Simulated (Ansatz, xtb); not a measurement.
**A geometry optimisation of ClF3Ge2 with r2SCAN-D4/def2-SVP**

The starting geometry of this gas-phase singlet was built from a drawn formula by distance geometry and a force field; its bonds are those of `[F][Ge][Ge]([F])([F])[Cl]`.

```tsv
atom	x (Å)	y (Å)	z (Å)
Cl	1.7241	0.7624	-2.8382
F	1.9632	-3.3107	-2.0565
F	3.6616	-0.1082	-0.4670
F	4.9222	0.4123	-2.9949
Ge	3.3526	-2.6078	-2.8068
Ge	3.4884	-0.2637	-2.2232
```

Task: Predict what it relaxes into with r2SCAN-D4/def2-SVP.

Result: A new bond forms, giving a structure with Cl1 bridging Ge5 and Ge6, given below by its coordinates. Distances that change by over a tenth: Cl1–Ge6 (2.13 → 2.45 Å). Contacts that close: Cl1–Ge5 (3.74 → 2.48 Å).

The energy falls by 0.71 eV over 21 steps:

```csv
step,E − E(last) (eV)
1,0.715
3,0.326
5,0.318
8,0.313
10,0.301
12,0.254
14,0.090
17,0.012
19,0.001
21,0.000
```

Final geometry (Å):

```yaml
atoms:
  - { symbol: Cl, position_ang: [1.8073, -0.1126, -3.0751] }
  - { symbol: F, position_ang: [1.9868, -3.0236, -1.8522] }
  - { symbol: F, position_ang: [3.6870, 0.1300, -0.4239] }
  - { symbol: F, position_ang: [4.9076, 0.7903, -2.7168] }
  - { symbol: Ge, position_ang: [2.7402, -2.3974, -3.3061] }
  - { symbol: Ge, position_ang: [3.9832, -0.5024, -2.0125] }
```

From the same start GFN2-xTB ends elsewhere, differing in Cl1–Ge5 (4.42 against 2.48 Å here), F3–Ge5 (2.12 against 3.95 Å here), F3–Ge6 (2.23 against 1.74 Å here), F4–Ge6 (2.17 against 1.74 Å here), Ge5–Ge6 (3.53 against 2.61 Å here).

The end wasn't checked by frequencies. Run with Ansatz 0.2.0, 36 s on 2 threads of Intel(R) Xeon(R) 6975P-C (Granite Rapids) (shared host).
